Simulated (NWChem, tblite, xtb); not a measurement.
# How methods differ on C2H5AlS (SMILES C=C[S][AlH2])

C2H5AlS: 9 atoms, total charge 0, spin state singlet. As SMILES, `C=C[S][AlH2]`. Geometry: a GFN2-xTB relaxation, a rough one for these elements and not checked as a minimum. This is one conformer, not always the lowest.

```xyz
9

C    -0.5160    1.1327    0.5590
C     0.7452    0.7790    0.3410
S     1.4377   -0.7958    0.8204
Al   -0.0311   -1.5358   -0.6360
H    -0.8714    2.1156    0.2959
H    -1.2114    0.4738    1.0597
H     1.4687    1.4621   -0.0810
H    -1.5410   -1.6132   -0.3712
H     0.5194   -2.0184   -1.9878
```

Quantity: the dipole moment, in D. The values are calculated.

```json
{"level": "GFN2-xTB", "kind": "semi-empirical", "program": "xtb", "value (D)": "2.24", "CPU time": "under 2 s"}
{"level": "GFN1-xTB", "kind": "semi-empirical", "program": "tblite", "value (D)": "1.40", "CPU time": "under 2 s"}
{"level": "GFN0-xTB", "kind": "semi-empirical", "program": "xtb", "value (D)": "2.04", "CPU time": "under 2 s"}
{"level": "IPEA1-xTB", "kind": "semi-empirical", "program": "tblite", "value (D)": "2.42", "CPU time": "under 2 s"}
{"level": "HF/STO-3G", "kind": "Hartree–Fock", "program": "NWChem", "value (D)": "1.20", "CPU time": "2.9 s"}
{"level": "HF/3-21G", "kind": "Hartree–Fock", "program": "NWChem", "value (D)": "2.33", "CPU time": "3.5 s"}
{"level": "BP86/6-311+G**", "kind": "GGA", "program": "NWChem", "value (D)": "1.41", "CPU time": "63 s"}
{"level": "B3LYP/6-31G* (spherical functions)", "kind": "global hybrid", "program": "NWChem", "value (D)": "1.62", "CPU time": "40 s"}
{"level": "B3LYP/6-31G* (Cartesian functions)", "kind": "global hybrid", "program": "NWChem", "value (D)": "1.62", "CPU time": "41 s"}
{"level": "PBE0/def2-SVP", "kind": "global hybrid", "program": "NWChem", "value (D)": "1.48", "CPU time": "42 s"}
```

The values span 1.20 to 2.42 D. Magnitudes only. Sets without polarisation functions give poor dipoles. CPU times are rough (shared hosts, several kinds of processor and program).
